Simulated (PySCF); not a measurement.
FH4O4Si, SMILES O[Si-](O)(O)(O)F, charge -1. Atoms are numbered in the order given.

```xyz
10

O     -0.8656     0.1465     1.4571
Si     0.0146    -0.0394     0.0000
O     -0.8656     0.1465    -1.4571
O     -0.1938    -1.7818     0.0000
O      1.7040    -0.2418     0.0000
H     -0.8674     1.0847     1.6618
H     -0.8674     1.0847    -1.6618
H     -1.1224    -2.0144     0.0000
H      1.8546    -1.1907     0.0000
F      0.2851     1.7146     0.0000
```
Charge -1, spin multiplicity 1.

Coordinates come from a PBE0-D3(BJ)/def2-SVPD optimisation. The values are those of a single conformer.

The numbers are results of B3LYP/pcSseg-1 (PySCF), not measurements.

GIAO shieldings, no solvent; atoms listed in one row are averaged. δ = σ(ref) − σ: ¹⁷O against H2O (σ = 333.8 ppm); ²⁹Si against TMS (σ = 338.7 ppm); ¹H against TMS (σ = 31.68 ppm); ¹⁹F against CFCl3 (σ = 161.7 ppm), references at their B3LYP-D3(BJ)/def2-TZVP geometries, non-relativistic.

Q: Estimate the chemical shifts. (Estimate from the structure and the level; the computed values follow.)

A: 
| nucleus | atoms | count | δ (ppm) |
|---|---|---|---|
| ¹⁷O | O1, O3 | 2 | 70.1 |
| ¹⁷O | O5 | 1 | 61.8 |
| ¹⁷O | O4 | 1 | 50.1 |
| ²⁹Si | Si2 | 1 | -116.5 |
| ¹H | H9 | 1 | 0.83 |
| ¹H | H6, H7 | 2 | 0.68 |
| ¹H | H8 | 1 | -0.71 |
| ¹⁹F | F10 | 1 | -157.7 |
